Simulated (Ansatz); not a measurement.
```xyz
3

Cr    0.0000    0.0000   -4.5000
O     0.0000    0.0000    0.0000
Mn    0.0000    0.0000    4.5000
```

Basis set: pcseg-2 (spherical functions). Some runs use density fitting. Charge 0, multiplicity 2.

Computed with Ansatz (development build ahead of 0.2.0); each method stands on the lowest determinant of its kind that the runs found.

(1) Give the atomization energy at this shape (free ground-state atoms in the same class of orbitals less the molecule, no zero-point energy) of doublet CrMnO by PBE0 (unrestricted), PBE (unrestricted).

Results:

(1)

```csv
method,atomization energy
PBE0 (unrestricted),3.49 kcal/mol
PBE (unrestricted),13.05 kcal/mol
```

Caution: charge can spread falsely over distant fragments; the shape is not the minimum; the unrestricted determinant is a mixture of spin states.
